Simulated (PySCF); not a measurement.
## Molecular orbitals of LiBr⁻

UHF at R = 2.335 Å; Li aug-pcseg-1, Br aug-pcseg-1; no relativity (PySCF 2.14). State: ²Σ⁺ (doublet), unpaired electrons σ ↑. Only the outer orbitals are listed, counted within each symmetry.

```csv
spin,orbital,occ.,ε (eV),on Li (%),main shells (%)
α,8σ,1,-21.05,2,98 Br s
α,9σ,1,-6.75,6,94 Br p
α,4π,1,-6.06,1,99 Br p
α,4π,1,-6.06,1,99 Br p
α,10σ,1,-0.73,103,"71 Li s, 32 Li p"
α,5π,0,3.02,108,108 Li p
α,5π,0,3.02,108,108 Li p
α,11σ,0,3.12,108,"89 Li s, 19 Li p, 10 Br s"
β,8σ,1,-21.05,2,98 Br s
β,9σ,1,-6.72,5,94 Br p
β,4π,1,-6.07,0,100 Br p
β,4π,1,-6.07,0,100 Br p
β,10σ,0,2.89,87,"84 Li s, 12 Br s"
β,5π,0,3.28,106,106 Li p
β,5π,0,3.28,106,106 Li p
```

Q: Which are the highest filled and the lowest empty level, where do they sit, and how wide is the gap?

A: Highest filled α 10σ at -0.73 eV (in %: 71 Li s, 32 Li p); lowest empty β 10σ at 2.89 eV (in %: 84 Li s, 12 Br s); the gap at UHF is 3.62 eV. An empty level above zero is unbound, and its energy depends on the basis.

```
bond order (Mayer)                                                                                                 : 0.25
⟨S²⟩                                                                                                               : 0.750
charge on Li (Mulliken, basis-dependent)                                                                           : -0.21
charge on Li (Löwdin, basis-dependent)                                                                             : -0.34
dipole moment (positive dipole points towards Br; it is taken about the centre of mass and depends on that origin) : 9.17 D
```

Shares are Mulliken populations and can fall outside 0 to 100 %.

Spin–orbit coupling is left out. The state was picked by a PBE0 search and need not be the measured ground state.
